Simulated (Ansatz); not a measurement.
A single point on CH$_{6}$ClFGeSi, SMILES `[CH3][Ge]([F])([SiH3])[Cl]`.

```yaml
crystal:
  periodic: [false, false, false]
  atoms:
    - {symbol: C, position_ang: [0.147476, -1.074356, 1.541034]}
    - {symbol: Ge, position_ang: [0.683237, 0.023550, 0.040661]}
    - {symbol: F, position_ang: [1.826010, -0.929560, -0.870661]}
    - {symbol: Si, position_ang: [-0.906125, 0.890601, -1.514936]}
    - {symbol: Cl, position_ang: [1.833385, 1.683194, 0.805740]}
    - {symbol: H, position_ang: [1.040516, -1.373663, 2.090418]}
    - {symbol: H, position_ang: [-0.510597, -0.509651, 2.202140]}
    - {symbol: H, position_ang: [-0.372745, -1.963250, 1.181707]}
    - {symbol: H, position_ang: [-1.844120, 1.772201, -0.775027]}
    - {symbol: H, position_ang: [-0.177600, 1.659834, -2.551357]}
    - {symbol: H, position_ang: [-1.654138, -0.236001, -2.128920]}
basis:
  gaussian: {orbitals: def2-TZVPP}
hamiltonian: {xc: pbe}
correlation: {method: rpa}
```

```sh
$ ansatz run in.yaml --threads 2 --pin off --events-out ev --progress --plain --max-ram 31744MiB --backend cuda --devices 0, --max-vram 18GiB
```

Shortened log:

```
Functional definition: PBE
1659 factors; integrals over basis functions are off by at most 9.3e-4 eV
mean field evaluation 1: about -80742.3089 eV, gradient 7.5e1 eV
mean field evaluation 2: about -80742.2992 eV, gradient 7.5e1 eV
mean field evaluation 4: about -80751.7669 eV, gradient 2.9e1 eV
mean field evaluation 8: about -80753.2201 eV, gradient 8.0e-1 eV
mean field evaluation 16: about -80753.2208 eV, gradient 4.0e-4 eV
mean field -80753.22079256 eV, -2967.6261276275 hartree, gradient 3.5e-6 eV, S^2 0.000000; 0 other end points of the search recorded, 0 dependent functions left out
21 core orbitals not correlated: weight in the atoms' cores, before any rotation towards them, 1.000 or more for the frozen orbitals, at most 0.000 for the correlated occupied ones
reference -80673.76702503 eV, -2964.7062555264 hartree; 21, 21 occupied and 236, 236 virtual orbitals, 1659 factors
Total energy: -80718.02557792 eV, -2966.3327273456 hartree
```

Hardware: 2 threads of an AMD EPYC 7R13 on a shared host and a share of an NVIDIA H100 80 GB. Wall time 2.4 s, peak host memory 1.2 GiB.
